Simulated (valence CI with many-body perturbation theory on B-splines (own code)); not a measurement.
**W LXIX: electric-dipole lines**

Level of theory: relativistic CI+MBPT: four valence electrons over a frozen Dirac-Fock core [He], a basis of 11 s, 11 p, 10 d, 8 f, 5 g, 2 h functions for each j, with the one-electron correlation potential Σ1 (screened to all orders), the two-electron term Σ2, the three-electron term Σ3, Breit, model QED; selected single and double excitations, second order for the rest, scaled by the run's own slope (own B-spline code, finite nucleus).

The last digits are not significant, and no measured levels were compared; by estimate large intervals hold to a few tenths of a per cent, small ones and those within an open d or f shell to about a per cent. Among the levels kept, up to 1300 cm⁻¹ of a level comes from second order outside the variational space, and about a tenth of that is noise between levels of different J, which matters for small intervals.

Lines 151 to 200 of 600 in falling wavelength, among levels below 14489 eV, chosen from the strongest by gf and those to the six lowest levels. Wavelengths and rates use the calculated energies. Electric multipoles are in the length gauge, E1 and E2 with the static RPA response of the core. Weak lines are less certain than strong ones. Lines between different terms over intervals too small for the method are left out, as are lines whose strength nearly cancels. The highest levels of a list are the least certain.

Levels are named by their leading jj configuration (3d3/2^4 stands for four electrons in 3d with j = 3/2), which in mixed levels can hold well under half, so a name can repeat and another be missing. Letters in brackets count levels of one name in rising energy.

```tsv
λ vac (Å)	Upper	Lower	A (s⁻¹)	S (a.u.)
22.08	(2s 2p3/2^2 3p3/2) J=2 [a]	(2s 2p3/2^2 3s) J=3	4.19e+11	1.11e-02
22.03	(2s^2 2p3/2 3p3/2) J=0	(2s^2 2p3/2 3s) J=1	1.96e+12	1.03e-02
7.542	(2s 2p3/2^2 3p3/2) J=3 [a]	(2s^2 2p3/2 3p3/2) J=2	2.07e+12	3.07e-03
7.425	(2s 2p3/2^2 3d5/2) J=5	(2s^2 2p3/2 3d5/2) J=4	2.28e+12	5.06e-03
7.418	(2s 2p3/2^2 3p3/2) J=4	(2s^2 2p3/2 3p3/2) J=3	2.46e+12	4.47e-03
7.417	(2s 2p3/2^2 3s) J=3	(2s^2 2p3/2 3s) J=2	2.81e+12	3.95e-03
7.396	(2s 2p3/2^2 3d3/2) J=4	(2s^2 2p3/2 3d3/2) J=3	2.37e+12	4.26e-03
7.386	(2s 2p3/2^2 3p1/2) J=3	(2s^2 2p3/2 3p1/2) J=2	2.63e+12	3.67e-03
7.372	(2s 2p3/2^2 3d3/2) J=3 [a]	(2s^2 2p3/2 3d3/2) J=2	2.03e+12	2.80e-03
7.359	(2s 2p1/2 2p3/2^2) J=2 [a]	(2s^2 2p1/2 2p3/2) J=1	2.86e+12	2.81e-03
7.319	(2p1/2 2p3/2^2 3p3/2) J=3 [a]	(2s 2p1/2 2p3/2 3p3/2) J=2 [c]	6.67e+12	9.04e-03
7.308	(2p1/2 2p3/2^2 3s) J=2 [a]	(2s 2p1/2 2p3/2 3s) J=1 [c]	5.49e+12	5.29e-03
7.302	(2p1/2 2p3/2^2 3p3/2) J=3 [b]	(2s 2p1/2 2p3/2 3p3/2) J=2 [d]	4.55e+12	6.12e-03
7.292	(2p1/2 2p3/2^2 3d3/2) J=1	(2s 2p1/2 2p3/2 3d3/2) J=1 [c]	5.19e+12	2.98e-03
7.288	(2s 2p3/2^2 3d5/2) J=3 [a]	(2s^2 2p3/2 3d5/2) J=2	2.02e+12	2.70e-03
7.260	(2p1/2 2p3/2^2 3p1/2) J=2 [a]	(2s 2p1/2 2p3/2 3p1/2) J=1 [b]	6.29e+12	5.94e-03
7.250	(2p1/2 2p3/2^2 3d3/2) J=2	(2s 2p1/2 2p3/2 3d3/2) J=2 [c]	4.15e+12	3.90e-03
7.246	(2s 2p1/2 2p3/2^2) J=3	(2s^2 2p1/2 2p3/2) J=2	2.75e+12	3.62e-03
7.228	(2p1/2 2p3/2^2 3s) J=3	(2s 2p1/2 2p3/2 3s) J=2 [c]	7.15e+12	9.33e-03
7.226	(2p1/2 2p3/2^2 3p3/2) J=4	(2s 2p1/2 2p3/2 3p3/2) J=3 [c]	8.50e+12	1.43e-02
7.226	(2p1/2 2p3/2^2 3d3/2) J=3	(2s 2p1/2 2p3/2 3d3/2) J=2 [c]	4.13e+12	5.38e-03
7.219	(2p1/2 2p3/2^2 3p1/2) J=2 [b]	(2s 2p1/2 2p3/2 3p1/2) J=1 [c]	8.01e+12	7.44e-03
7.211	(2s 2p3/2^2 3p3/2) J=2 [a]	(2s^2 2p3/2 3p3/2) J=1	3.50e+12	3.23e-03
7.202	(2p1/2 2p3/2^2 3p1/2) J=3	(2s 2p1/2 2p3/2 3p1/2) J=2 [c]	8.07e+12	1.04e-02
7.143	(2p1/2 2p3/2^2 3s) J=2 [b]	(2s 2p1/2 2p3/2 3s) J=1 [b]	5.60e+12	5.04e-03
7.142	(2p1/2 2p3/2^2 3p3/2) J=1 [b]	(2s 2p1/2 2p3/2 3p3/2) J=0 [b]	5.14e+12	2.77e-03
7.134	(2p1/2 2p3/2^2 3p3/2) J=2 [b]	(2s 2p1/2 2p3/2 3p3/2) J=1 [d]	7.58e+12	6.79e-03
7.102	(2s 2p3/2^3) J=2	(2s^2 2p3/2^2) J=2	9.30e+12	8.22e-03
7.070	(2p1/2^2 2p3/2^2) J=2	(2s 2p1/2^2 2p3/2) J=1	8.48e+12	7.40e-03
7.064	(2s 2p3/2^2 3p3/2) J=3 [b]	(2s^2 2p3/2 3p3/2) J=2	3.87e+12	4.71e-03
7.059	(2p1/2 2p3/2^3) J=1	(2s 2p1/2 2p3/2^2) J=1 [a]	1.29e+13	6.71e-03
7.056	(2s 2p3/2^2 3d5/2) J=4 [b]	(2s^2 2p3/2 3d5/2) J=3	3.73e+12	5.82e-03
7.044	(2s 2p1/2 2p3/2 3d5/2) J=3 [c]	(2s^2 2p1/2 3d5/2) J=2	1.06e+13	1.28e-02
7.042	(2s 2p1/2 2p3/2 3p3/2) J=2 [c]	(2s^2 2p1/2 3p3/2) J=1	1.08e+13	9.31e-03
7.041	(2p1/2^2 2p3/2 3s) J=1	(2s 2p1/2^2 3s) J=0	6.15e+12	3.18e-03
7.040	(2p1/2 2p3/2^3) J=2	(2s 2p1/2 2p3/2^2) J=1 [b]	3.06e+12	2.64e-03
7.037	(2s 2p1/2 2p3/2 3d5/2) J=4 [c]	(2s^2 2p1/2 3d5/2) J=3	1.03e+13	1.60e-02
7.035	(2p1/2 2p3/2^2 3p3/2) J=1 [a]	(2s 2p1/2 2p3/2 3p3/2) J=1 [b]	5.30e+12	2.73e-03
7.033	(2s 2p3/2^2 3d5/2) J=2 [b]	(2s^2 2p3/2 3d5/2) J=1	5.35e+12	4.59e-03
7.026	(2s 2p1/2 2p3/2 3p3/2) J=3 [c]	(2s^2 2p1/2 3p3/2) J=2	1.10e+13	1.32e-02
7.022	(2s 2p1/2 2p3/2 3d3/2) J=2 [c]	(2s^2 2p1/2 3d3/2) J=2	1.03e+13	8.79e-03
7.022	(2p1/2 2p3/2^3) J=2	(2s 2p1/2 2p3/2^2) J=2 [b]	1.68e+13	1.44e-02
7.021	(2p1/2^2 2p3/2 3p3/2) J=1	(2s 2p1/2^2 3p3/2) J=1	7.66e+12	3.92e-03
7.020	(2p1/2^2 2p3/2 3d5/2) J=2	(2s 2p1/2^2 3d5/2) J=2	6.48e+12	5.54e-03
7.020	(2s 2p3/2^2 3d5/2) J=1 [b]	(2s^2 2p3/2 3d5/2) J=1	6.26e+12	3.21e-03
7.018	(2s 2p3/2^2 3d5/2) J=3 [c]	(2s^2 2p3/2 3d5/2) J=3	7.29e+12	8.71e-03
7.017	(2p1/2 2p3/2^2 3p3/2) J=1 [c]	(2s 2p1/2 2p3/2 3p3/2) J=1 [c]	6.58e+12	3.37e-03
7.014	(2p3/2^4) J=0	(2s 2p3/2^3) J=1	3.76e+13	6.41e-03
7.012	(2s 2p1/2 2p3/2 3d3/2) J=1 [d]	(2s^2 2p1/2 3d3/2) J=1	7.79e+12	3.97e-03
7.008	(2s 2p3/2^3) J=1	(2s^2 2p3/2^2) J=0	5.93e+12	3.02e-03
```
